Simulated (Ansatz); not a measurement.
Computed with Ansatz on PBE0-D4/def2-TZVP structures; ΔE is electronic, products minus reactants. CCSD(T)/CBS adds triple-zeta CCSD(T) − MP2 to the extrapolated MP2 energy (def2 sets, frozen cores). DFT in def2-TZVPP. B3LYP here is the variant with VWN-RPA as its local correlation; programs differ in this. HSE06 is defined as in plane-wave codes. For Ga, Ge outer-core shells are correlated without core-valence functions, which leaves a few kJ/mol of doubt a bond. Scalar relativity is left out up to krypton. Each species was taken in one conformer, which may not be the lowest.

`[SiH3][Ga]1[O][SiH2][S]1` + `[OH][Ge][Cl]` → `[SiH3][O][Ge][Cl]` + `[O]1[SiH2][S][GaH]1`  (cleavage of the Si–Ga bond)

```tsv
level	ΔE (kJ/mol)	difference from CCSD(T)/CBS
LDA (SPW92)	-46.9	16.8
PBE-D4	-42.5	21.2
revPBE-D4	-44.9	18.8
BLYP-D4	-58.5	5.2
r2SCAN-D4	-59.8	3.9
B97M-V	-69.1	-5.4
PBE0-D4	-50.8	12.9
B3LYP-D4	-64.2	-0.5
r2SCANh-D4	-61.2	2.5
HSE06-D4	-50.5	13.2
BHLYP-D4	-75.4	-11.7
CAM-B3LYP-D4	-71.0	-7.3
ωB97X-V	-66.2	-2.5
ωB97M-V	-67.7	-4.0
B2PLYP	-67.1	-3.4
PBE-QIDH	-63.1	0.6
PBE	-40.7	23.0
revPBE	-38.2	25.5
BLYP	-53.9	9.8
r2SCAN	-59.7	4.0
PBE0	-49.5	14.2
B3LYP	-61.1	2.6
r2SCANh	-61.1	2.6
HSE06	-49.3	14.4
BHLYP	-73.5	-9.8
CAM-B3LYP	-69.7	-6.0
LC-ωPBE	-60.2	3.5
RPA@PBE/def2-TZVPP	-67.0	-3.3
HF/def2-SVP	-83.1	-19.4
CCSD/def2-SVP	-64.7	-1.0
CCSD(T)/def2-SVP	-62.5	1.2
HF/def2-TZVPP	-89.1	-25.4
MP2/def2-TZVPP	-72.3	-8.6
SCS-MP2/def2-TZVPP	-76.4	-12.7
CCSD(T)/def2-TZVPP	-66.6	-2.9
HF/def2-QZVPP	-91.8	-28.1
MP2/def2-QZVPP	-71.6	-7.9
SCS-MP2/def2-QZVPP	-75.9	-12.2
HF/CBS(def2)	-92.1	-28.4
MP2/CBS(def2)	-69.4	-5.7
CCSD(T)/CBS	-63.7	0
```

Largest T1 diagnostic among the species: 0.015.

In def2-TZVPP, CCSD(T) changes the Hartree–Fock value by +22.5 kJ/mol (the triples alone add +2.9 kJ/mol) and MP2 by +16.8 kJ/mol. From r2SCAN to r2SCAN0 (25 % exact exchange), in def2-TZVPP and without D4, ΔE moves by −3.6 kJ/mol. The D4 term adds −3.1 kJ/mol with B3LYP and −1.3 kJ/mol with PBE0; it sums over pairs of atoms, weighted by their polarisabilities, and B3LYP, whose exchange is more repulsive, gets the larger term.
